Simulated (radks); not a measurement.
Computed order of ionisation of xenon. At each step one electron was removed from each of the four highest sub-shells of the ion before, moves of one valence electron (up to charge 6) and the configuration listed by NIST were tried, and the lowest configuration was kept. Calculated with a radial shooting solver on a logarithmic mesh with Libxc functionals: scalar-relativistic Kohn-Sham, r2SCAN, spin-polarised, spherical densities, finite nucleus; meta-GGA in the generalised Kohn-Sham scheme; Fermi nuclear charge, rms radius of each element as measured or else 0.836 A^(1/3) + 0.57 fm. Open shells are filled with parallel spins first.

[
 {"species": "Xe", "lowest configuration found": "[Xe]", "NIST configuration": "same", "margin to the next tried (eV)": "-", "IE (eV)": "12.665", "NIST IE (eV)": "12.130", "kind": "exp."},
 {"species": "Xe+", "lowest configuration found": "[Kr] 4d10 5s2 5p5", "NIST configuration": "same", "margin to the next tried (eV)": "12.341", "IE (eV)": "21.234", "NIST IE (eV)": "20.975", "kind": "semi-emp."},
 {"species": "Xe2+", "lowest configuration found": "[Kr] 4d10 5s2 5p4", "NIST configuration": "same", "margin to the next tried (eV)": "12.922", "IE (eV)": "30.118", "NIST IE (eV)": "31.05", "kind": "semi-emp."},
 {"species": "Xe3+", "lowest configuration found": "[Kr] 4d10 5s2 5p3", "NIST configuration": "same", "margin to the next tried (eV)": "13.581", "IE (eV)": "43.863", "NIST IE (eV)": "42.2", "kind": "exp."},
 {"species": "Xe4+", "lowest configuration found": "[Kr] 4d10 5s2 5p2", "NIST configuration": "same", "margin to the next tried (eV)": "9.502", "IE (eV)": "54.485", "NIST IE (eV)": "54.1", "kind": "semi-emp."},
 {"species": "Xe5+", "lowest configuration found": "[Kr] 4d10 5s2 5p1", "NIST configuration": "same", "margin to the next tried (eV)": "11.144", "IE (eV)": "65.122", "NIST IE (eV)": "66.70", "kind": "exp."},
 {"species": "Xe6+", "lowest configuration found": "[Kr] 4d10 5s2", "NIST configuration": "same", "margin to the next tried (eV)": "13.313", "IE (eV)": "91.694", "NIST IE (eV)": "91.6", "kind": "semi-emp."},
 {"species": "Xe7+", "lowest configuration found": "[Kr] 4d10 5s1", "NIST configuration": "same", "margin to the next tried (eV)": "55.191", "IE (eV)": "106.09", "NIST IE (eV)": "105.98", "kind": "exp."},
 {"species": "Xe8+", "lowest configuration found": "[Kr] 4d10", "NIST configuration": "same", "margin to the next tried (eV)": "57.163", "IE (eV)": "180.67", "NIST IE (eV)": "179.8", "kind": "exp."},
 {"species": "Xe9+", "lowest configuration found": "[Kr] 4d9", "NIST configuration": "same", "margin to the next tried (eV)": "86.074", "IE (eV)": "204.94", "NIST IE (eV)": "202", "kind": "theory"},
 {"species": "Xe10+", "lowest configuration found": "[Kr] 4d8", "NIST configuration": "same", "margin to the next tried (eV)": "87.010", "IE (eV)": "229.81", "NIST IE (eV)": "229.0", "kind": "semi-emp."},
 {"species": "Xe11+", "lowest configuration found": "[Kr] 4d7", "NIST configuration": "same", "margin to the next tried (eV)": "87.923", "IE (eV)": "255.21", "NIST IE (eV)": "255", "kind": "theory"},
 {"species": "Xe12+", "lowest configuration found": "[Kr] 4d6", "NIST configuration": "same", "margin to the next tried (eV)": "88.826", "IE (eV)": "281.04", "NIST IE (eV)": "281", "kind": "theory"},
 {"species": "Xe13+", "lowest configuration found": "[Kr] 4d5", "NIST configuration": "same", "margin to the next tried (eV)": "89.773", "IE (eV)": "317.96", "NIST IE (eV)": "314", "kind": "theory"}
]

Reference values: NIST Atomic Spectra Database (exp. = measured, semi-emp. = semi-empirical, theory = theoretical value adopted there). Open shells are spherical and high-spin; term and fine-structure splittings are not resolved. Spin-orbit splitting is averaged out at the scalar-relativistic level.
